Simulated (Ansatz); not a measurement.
SiSnH6⁺, that is Sn(SiH3)H3 with one electron fewer. Charge 1, multiplicity 2. Geometry PBE-D4/def2-TZVP, that of the neutral singlet; atoms count from 1.

| atom | x (Å) | y (Å) | z (Å) |
| --- | --- | --- | --- |
| Sn1 | -0.836 | 0.780 | 0.508 |
| Si2 | 0.884 | -0.825 | -0.537 |
| H3 | 1.082 | -0.500 | -1.984 |
| H4 | 0.408 | -2.239 | -0.423 |
| H5 | 2.199 | -0.703 | 0.167 |
| H6 | -2.327 | 0.723 | -0.349 |
| H7 | -0.262 | 2.402 | 0.471 |
| H8 | -1.148 | 0.362 | 2.147 |

In the def2 sets Sn takes a core potential; there is no spin–orbit coupling.

Problem. Estimate the Mulliken populations from the PBE0/def2-TZVP orbitals of Ansatz.

Solution. 
| atom | charge (e) | spin (α − β) |
| --- | --- | --- |
| Sn1 | 0.37 | 0.27 |
| Si2 | 0.04 | 0.49 |
| H3 | 0.11 | 0.03 |
| H4 | 0.11 | 0.03 |
| H5 | 0.11 | 0.03 |
| H6 | 0.09 | 0.05 |
| H7 | 0.09 | 0.05 |
| H8 | 0.09 | 0.05 |
Mulliken values depend strongly on the basis.

Problem. Where does the spin sit?

Solution. Summed by element: Sn 0.27, Si 0.49, H 0.25, of 1 unpaired in all. Largest on single atoms: Si2 0.49, Sn1 0.27, H8 0.05.

Problem. And the Mayer bond orders between heavy atoms (over 0.3)?

Solution. Sn1–Si2 0.54 (2.57 Å).
